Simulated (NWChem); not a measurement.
System: CaCl cation; SMILES [Cl][Ca+]

Here is an NWChem input.

```
start job
memory heap 200 mb stack 700 mb global 900 mb
charge 1
geometry units angstroms noautosym nocenter noautoz
  Ca     0.000000     0.000000    -1.066999
  Cl     0.000000     0.000000     1.254497
end
basis spherical
  Ca library def2-svpd
  Cl library def2-svpd
end
dft
  xc b3lyp
  iterations 150
end
tddft
  nroots 6
  notriplet
end
task tddft energy
```

Output (shortened):

```
             Northwest Computational Chemistry Package (NWChem) 7.3.0
             --------------------------------------------------------

                             Geometry "geometry" -> ""
                             -------------------------

 Output coordinates in angstroms (scale by  1.889725989 to convert to a.u.)

  No.       Tag          Charge          X              Y              Z
 ---- ---------------- ---------- -------------- -------------- --------------
    1 Ca                  20.0000     0.00000000     0.00000000    -1.06699900
    2 Cl                  17.0000     0.00000000     0.00000000     1.25449700

 Effective nuclear repulsion energy (a.u.)      77.5018628763

                                 NWChem DFT Module
                                 -----------------

 Summary of "ao basis" -> "ao basis" (spherical)
 ------------------------------------------------------------------------------
       Tag                 Description            Shells   Functions and Types
 ---------------- ------------------------------  ------  ---------------------
 Ca                        def2-svpd                11       27   5s4p2d
 Cl                        def2-svpd                11       27   5s4p2d

            General Information
            -------------------
          SCF calculation type: DFT
          Wavefunction type:  closed shell.
          No. of atoms     :     2
          No. of electrons :    36
           Alpha electrons :    18
            Beta electrons :    18
          Charge           :     1
          Spin multiplicity:     1
          Use of symmetry is: off; symmetry adaption is: off
          Maximum number of iterations: 150
          AO basis - number of functions:    54
                     number of shells:    22
          Convergence on energy requested:  1.00D-06
          Convergence on density requested:  1.00D-05
          Convergence on gradient requested:  5.00D-04

              XC Information
              --------------
                         B3LYP Method XC Potential
                     Hartree-Fock (Exact) Exchange  0.200
                        Slater Exchange Functional  0.800 local
                    Becke 1988 Exchange Functional  0.720 non-local
              Lee-Yang-Parr Correlation Functional  0.810
                  VWN I RPA Correlation Functional  0.190 local

             Grid Information
             ----------------
          Grid used for XC integration:  medium
          Radial quadrature: Mura-Knowles
          Angular quadrature: Lebedev.
          Tag              B.-S. Rad. Rad. Pts. Rad. Cut. Ang. Pts.
          ---              ---------- --------- --------- ---------
          Ca                  1.80      112          12.0       590
          Cl                  1.00       88          13.0       590
          Grid pruning is: on
          Number of quadrature shells:   200
          Spatial weights used:  Erf1

      Superposition of Atomic Density Guess
      -------------------------------------

 Sum of atomic energies:       -1135.99043422

 Renormalizing density from      37.00 to     36

      Non-variational initial energy
      ------------------------------

 Total energy =   -1116.511070
 1-e energy   =   -1668.724480
 2-e energy   =     474.711548
 HOMO         =      -0.866040
 LUMO         =      -0.386077

   convergence    iter        energy       DeltaE   RMS-Dens  Diis-err
 ---------------- ----- ----------------- --------- --------- ---------
 d= 0,ls=0.0,diis     1  -1137.2562491739 -1.21D+03  6.09D-02  1.59D+00
 d= 0,ls=0.0,diis     2  -1136.1716779388  1.08D+00  5.08D-02  8.19D+00
 d= 0,ls=0.0,diis     3  -1137.4228909265 -1.25D+00  7.90D-03  5.75D-02
 d= 0,ls=0.0,diis     4  -1137.4340813324 -1.12D-02  1.88D-03  1.82D-02
 d= 0,ls=0.0,diis     5  -1137.4372093337 -3.13D-03  5.14D-04  5.27D-04
  Resetting Diis
 d= 0,ls=0.0,diis     6  -1137.4372973365 -8.80D-05  8.93D-05  1.34D-05
 d= 0,ls=0.0,diis     7  -1137.4373001929 -2.86D-06  1.52D-05  3.78D-07
 d= 0,ls=0.0,diis     8  -1137.4373002357 -4.28D-08  5.61D-06  1.07D-07

         Total DFT energy =    -1137.437300235680
      One electron energy =    -1710.457781025829
           Coulomb energy =      559.800747426150
    Exchange-Corr. energy =      -64.282129512309
 Nuclear repulsion energy =       77.501862876308

 Numeric. integr. density =       36.000000117730

                       DFT Final Molecular Orbital Analysis
                       ------------------------------------

 Vector   16  Occ=2.000000D+00  E=-4.937748D-01
              MO Center=  2.8D-09, -2.9D-09,  1.1D+00, r^2= 1.6D+00
   Bfn.  Coefficient  Atom+Function         Bfn.  Coefficient  Atom+Function
  ----- ------------  ---------------      ----- ------------  ---------------
    41      0.569133  2 Cl pz                38      0.452618  2 Cl pz
    35      0.263171  2 Cl pz                20     -0.199840  1 Ca d  0
     3      0.198364  1 Ca s                 11      0.171758  1 Ca pz
     4     -0.154663  1 Ca s                 30      0.117982  2 Cl s
    29     -0.069806  2 Cl s                 44      0.069305  2 Cl pz

 Vector   17  Occ=2.000000D+00  E=-4.708641D-01
              MO Center= -2.4D-09, -3.6D-09,  1.1D+00, r^2= 1.4D+00
   Bfn.  Coefficient  Atom+Function         Bfn.  Coefficient  Atom+Function
  ----- ------------  ---------------      ----- ------------  ---------------
    39      0.435269  2 Cl px                40      0.394301  2 Cl py
    36      0.338591  2 Cl px                37      0.306723  2 Cl py
    33      0.196291  2 Cl px                34      0.177816  2 Cl py
    21     -0.108158  1 Ca d  1              19      0.097978  1 Ca d -1
    42      0.066366  2 Cl px                43      0.060120  2 Cl py

 Vector   18  Occ=2.000000D+00  E=-4.708641D-01
              MO Center=  7.0D-09, -6.4D-09,  1.1D+00, r^2= 1.4D+00
   Bfn.  Coefficient  Atom+Function         Bfn.  Coefficient  Atom+Function
  ----- ------------  ---------------      ----- ------------  ---------------
    40      0.435269  2 Cl py                39     -0.394301  2 Cl px
    37      0.338591  2 Cl py                36     -0.306723  2 Cl px
    34      0.196291  2 Cl py                33     -0.177816  2 Cl px
    19      0.108158  1 Ca d -1              21      0.097978  1 Ca d  1
    43      0.066366  2 Cl py                42     -0.060120  2 Cl px

 Vector   19  Occ=0.000000D+00  E=-2.824615D-01
              MO Center=  2.4D-08,  1.1D-07, -1.6D+00, r^2= 4.2D+00
   Bfn.  Coefficient  Atom+Function         Bfn.  Coefficient  Atom+Function
  ----- ------------  ---------------      ----- ------------  ---------------
     4      1.125730  1 Ca s                  3     -0.483947  1 Ca s
    20     -0.239310  1 Ca d  0              14     -0.235052  1 Ca pz
    11      0.131214  1 Ca pz                 2      0.088689  1 Ca s
    41      0.087231  2 Cl pz                38      0.068503  2 Cl pz
    30     -0.067352  2 Cl s                 31     -0.059117  2 Cl s

 Vector   20  Occ=0.000000D+00  E=-2.355932D-01
              MO Center=  1.7D-07,  2.1D-07, -1.1D+00, r^2= 2.0D+00
   Bfn.  Coefficient  Atom+Function         Bfn.  Coefficient  Atom+Function
  ----- ------------  ---------------      ----- ------------  ---------------
    18      0.831947  1 Ca d -2              23      0.350827  1 Ca d -2

 Vector   21  Occ=0.000000D+00  E=-2.355921D-01
              MO Center=  6.3D-08,  1.5D-07, -1.1D+00, r^2= 2.0D+00
   Bfn.  Coefficient  Atom+Function         Bfn.  Coefficient  Atom+Function
  ----- ------------  ---------------      ----- ------------  ---------------
    22      0.831955  1 Ca d  2              27      0.350813  1 Ca d  2

     Multipole analysis of the density
     ---------------------------------

     L   x y z        total         alpha         beta         nuclear
     -   - - -        -----         -----         ----         -------
     0   0 0 0      1.000000    -18.000000    -18.000000     37.000000

     1   1 0 0     -0.000000     -0.000000     -0.000000      0.000000
     1   0 1 0     -0.000000     -0.000000     -0.000000      0.000000
     1   0 0 1     -4.032132     -2.003281     -2.003281     -0.025570

[...]

                                NWChem TDDFT Module
                                -------------------

            General Information
            -------------------
           No. of orbitals :     108
            Alpha orbitals :      54
             Beta orbitals :      54
        Alpha frozen cores :       0
         Beta frozen cores :       0
     Alpha frozen virtuals :       0
      Beta frozen virtuals :       0
         Spin multiplicity :       1
    Number of AO functions :      54
        Use of symmetry is : off
      Symmetry adaption is : off
         Schwarz screening :  0.10D-07

              XC Information
              --------------
                  B3LYP Method XC Potential
              Hartree-Fock (Exact) Exchange   0.20
                 Slater Exchange Functional   0.80 local
             Becke 1988 Exchange Functional   0.72 non-local
       Lee-Yang-Parr Correlation Functional   0.81
           VWN I RPA Correlation Functional   0.19 local

             TDDFT Information
             -----------------
          Calculation type : TDDFT
         Wavefunction type : Restricted singlets
          No. of electrons :      36
           Alpha electrons :      18
            Beta electrons :      18
              No. of roots :       6
          Max subspacesize :    5200
            Max iterations :     100
               Target root :       1
           Target symmetry : none
      Symmetry restriction : off
                 Algorithm : Optimal
        Davidson threshold :  0.10D-03

    6 smallest eigenvalue differences (eV)
--------------------------------------------------------
  No. Spin  Occ  Vir  Irrep   E(Occ)    E(Vir)   E(Diff)
--------------------------------------------------------
    1    1   18   19 a        -0.471    -0.282     5.127
    2    1   17   19 a        -0.471    -0.282     5.127
    3    1   16   19 a        -0.494    -0.282     5.750
    4    1   18   20 a        -0.471    -0.236     6.402
    5    1   17   20 a        -0.471    -0.236     6.402
    6    1   18   21 a        -0.471    -0.236     6.402
--------------------------------------------------------

  Entering Davidson iterations
  Restricted singlet excited states

  Iter   NTrls   NConv    DeltaV     DeltaE      Time
  ----  ------  ------  ---------  ---------  ---------
    1      6       0     0.88E-01   0.10+100        6.0
    2     18       0     0.37E-01   0.34E-02        7.9
    3     30       1     0.10E-01   0.61E-03        6.4
    4     40       1     0.71E-02   0.78E-03        7.0
    5     50       3     0.76E-03   0.61E-04        5.3
    6     56       4     0.12E-03   0.26E-06        3.9
    7     59       6     0.50E-04   0.50E-08        3.3
  ----  ------  ------  ---------  ---------  ---------
  Convergence criterion met

  Ground state a       -1137.437300235680 a.u.

  ----------------------------------------------------------------------------
  Root   1 singlet a              0.153085560 a.u.                4.1657 eV
  ----------------------------------------------------------------------------
     Transition Moments    X  0.20520   Y -0.23737   Z -0.00000
     Dipole Oscillator Strength                    0.0100475907
     Electric Quadrupole                           0.0000000012
     Magnetic Dipole                               0.0000002480
     Total Oscillator Strength                     0.0100478399

     Occ.   18  a   ---  Virt.   19  a    0.99507 X
     Occ.   18  a   ---  Virt.   24  a   -0.09378 X
  ----------------------------------------------------------------------------
  Root   2 singlet a              0.153085561 a.u.                4.1657 eV
  ----------------------------------------------------------------------------
     Transition Moments    X  0.23737   Y  0.20520   Z  0.00000
     Dipole Oscillator Strength                    0.0100476234
     Electric Quadrupole                           0.0000000012
     Magnetic Dipole                               0.0000002480
     Total Oscillator Strength                     0.0100478726

     Occ.   17  a   ---  Virt.   19  a   -0.99507 X
     Occ.   17  a   ---  Virt.   24  a    0.09378 X
  ----------------------------------------------------------------------------
  Root   3 singlet a              0.176524865 a.u.                4.8035 eV
  ----------------------------------------------------------------------------
     Transition Moments    X  0.00000   Y  0.00000   Z  0.44145
     Dipole Oscillator Strength                    0.0229335792
     Electric Quadrupole                           0.0000000002
     Magnetic Dipole                               0.0000000000
     Total Oscillator Strength                     0.0229335794

     Occ.   16  a   ---  Virt.   19  a   -0.99007 X
     Occ.   16  a   ---  Virt.   24  a    0.13212 X
  ----------------------------------------------------------------------------
  Root   4 singlet a              0.191265534 a.u.                5.2046 eV
  ----------------------------------------------------------------------------
     Transition Moments    X  0.00005   Y -0.00007   Z -0.00000
     Dipole Oscillator Strength                    0.0000000009
     Electric Quadrupole                           0.0000000000
     Magnetic Dipole                               0.0000000000
     Total Oscillator Strength                     0.0000000009

     Occ.   17  a   ---  Virt.   20  a    0.14780 X
     Occ.   17  a   ---  Virt.   21  a    0.69117 X
     Occ.   18  a   ---  Virt.   20  a   -0.69166 X
     Occ.   18  a   ---  Virt.   21  a    0.14770 X
  ----------------------------------------------------------------------------
  Root   5 singlet a              0.191265534 a.u.                5.2046 eV
  ----------------------------------------------------------------------------
     Transition Moments    X  0.00007   Y  0.00005   Z  0.00000
     Dipole Oscillator Strength                    0.0000000010
     Electric Quadrupole                           0.0000000000
     Magnetic Dipole                               0.0000000000
     Total Oscillator Strength                     0.0000000010

     Occ.   17  a   ---  Virt.   20  a   -0.69166 X
     Occ.   17  a   ---  Virt.   21  a    0.14770 X
     Occ.   18  a   ---  Virt.   20  a   -0.14780 X
     Occ.   18  a   ---  Virt.   21  a   -0.69117 X
  ----------------------------------------------------------------------------
  Root   6 singlet a              0.194227784 a.u.                5.2852 eV
  ----------------------------------------------------------------------------
     Transition Moments    X  0.15051   Y  0.16612   Z  0.00000
     Dipole Oscillator Strength                    0.0065064734
     Electric Quadrupole                           0.0000000006
     Magnetic Dipole                               0.0000005956
     Total Oscillator Strength                     0.0065070697

     Occ.   16  a   ---  Virt.   22  a    0.05403 X
     Occ.   17  a   ---  Virt.   20  a   -0.70375 X
     Occ.   17  a   ---  Virt.   24  a   -0.06909 X
     Occ.   18  a   ---  Virt.   21  a    0.70424 X

              Target root =      1
          Target symmetry = none
      Ground state energy =  -1137.437300235680
        Excitation energy =      0.153085559542
     Excited state energy =  -1137.284214676137

  stored tddft:energy   -1137.2842146761373
```

Level: B3LYP/def2-SVPD, full TDDFT. Structure relaxed at the PBE0/def2-SVP level. B3LYP is NWChem's, with the RPA form of VWN correlation.
